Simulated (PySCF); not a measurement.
Successive ionisation energies of one element at GHF (spin-free), starting from the ion with 24 electrons. Calculated with PySCF 2.14, two-component X2C-1e (Gaussian nucleus, no Breit or QED terms), each ion in its own even-tempered basis; GMP2 freezes the deep shells of the larger ions and drops the highest virtual spinors; eV.

1324.4, 1422.8, 1495.3, 1574.3, 1654.9, 1732.0, 1979.0, 2048.5, 2118.9, 2214.5, 2286.5, 2360.0

Which element is it?

Indium (In, Z = 49); the list starts at In²⁵⁺. The hydrogenic estimate 13.606 eV × (q + 1)²/n² with q = 25 and n = 3 gives 1021.9 eV for the first entry, a lower bound because the other electrons screen the nucleus only in part.
